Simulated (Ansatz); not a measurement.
Molecular dynamics, step by step

CH$_{2}$STe (SMILES C1S[Te]1), singlet, PBE0-D4/STO-3G (Ansatz 0.2.0). Settings (timestep in fs, temperature in K; T counts 9 degrees of freedom):

```yaml
hamiltonian: {xc: pbe0, dispersion: d4}
md: {n_steps: 40, timestep: 0.5, temperature: 300, ensemble: nvt_nose_hoover, seed: 506, initial_velocities: maxwell_boltzmann}
```

Start (the SMILES describes the start alone):

C1  (-0.249, 0.251, -0.170)
S2  (-0.341, -1.137, 0.937)
Te3  (1.782, -0.396, 0.109)
H4  (-0.516, 1.200, 0.270)
H5  (-0.677, 0.082, -1.145)
(Å)

| step | time (fs) | potential energy less the start (meV) | kinetic energy (meV) | T (K) |
| --- | --- | --- | --- | --- |
| 0 | 0.00 | 0.0 | 116.3 | 300 |
| 2 | 1.00 | 33.6 | 83.7 | 216 |
| 4 | 2.00 | 44.5 | 73.0 | 188 |
| 6 | 3.00 | 20.5 | 96.1 | 248 |
| 8 | 4.00 | 16.2 | 100.0 | 258 |
| 10 | 5.00 | 52.7 | 64.3 | 166 |
| 12 | 6.00 | 90.7 | 26.9 | 69 |
| 14 | 7.00 | 91.1 | 26.6 | 68 |
| 16 | 8.00 | 57.2 | 59.7 | 154 |
| 18 | 9.00 | 30.8 | 85.5 | 220 |
| 20 | 10.00 | 45.6 | 71.3 | 184 |
| 22 | 11.00 | 70.1 | 47.9 | 124 |
| 24 | 12.00 | 45.3 | 72.3 | 187 |
| 26 | 13.00 | -5.1 | 121.6 | 314 |
| 28 | 14.00 | -13.9 | 130.7 | 337 |
| 30 | 15.00 | 19.2 | 98.5 | 254 |
| 32 | 16.00 | 44.1 | 74.3 | 192 |
| 34 | 17.00 | 28.7 | 89.5 | 231 |
| 36 | 18.00 | -9.3 | 126.7 | 327 |
| 38 | 19.00 | -18.7 | 135.8 | 350 |
| 40 | 20.00 | 23.0 | 95.1 | 245 |

Step 2, positions (Å) and forces (eV/Å):

```
atom       x       y       z      Fx      Fy      Fz
  C1  -0.249   0.254  -0.165   0.883  -1.507  -0.504
  S2  -0.339  -1.137   0.936  -0.751  -0.853   0.881
 Te3   1.781  -0.396   0.109   0.448   0.425  -0.358
  H4  -0.515   1.192   0.235  -0.404   1.809   0.681
  H5  -0.671   0.070  -1.143  -0.176   0.127  -0.699
```

Step 4, positions (Å) and forces (eV/Å):

```csv
atom,x,y,z,Fx,Fy,Fz
C1,-0.249,0.255,-0.160,0.797,-1.772,-1.096
S2,-0.339,-1.137,0.935,-0.790,-0.821,0.973
Te3,1.781,-0.396,0.109,0.485,0.439,-0.350
H4,-0.518,1.201,0.206,-0.455,1.982,0.872
H5,-0.667,0.059,-1.146,-0.037,0.172,-0.398
```

Step 36, positions (Å) and forces (eV/Å):

```
atom       x       y       z      Fx      Fy      Fz
  C1  -0.230   0.270  -0.192  -0.059   0.182   1.034
  S2  -0.358  -1.157   0.956  -0.210   0.486  -0.554
 Te3   1.783  -0.393   0.107   0.221   0.119  -0.038
  H4  -0.493   1.258   0.276   0.205  -0.863  -0.680
  H5  -0.607   0.135  -1.217  -0.157   0.076   0.240
```

Last step (40):

```tsv
atom	x (Å)	y (Å)	z (Å)
C1	-0.2247	0.2700	-0.1961
S2	-0.3627	-1.1581	0.9589
Te3	1.7841	-0.3928	0.1062
H4	-0.4718	1.1822	0.2758
H5	-0.6249	0.1707	-1.2056
```

Hardware: 2 CPU threads of an Intel Xeon, shared host. Wall time about 89 s.
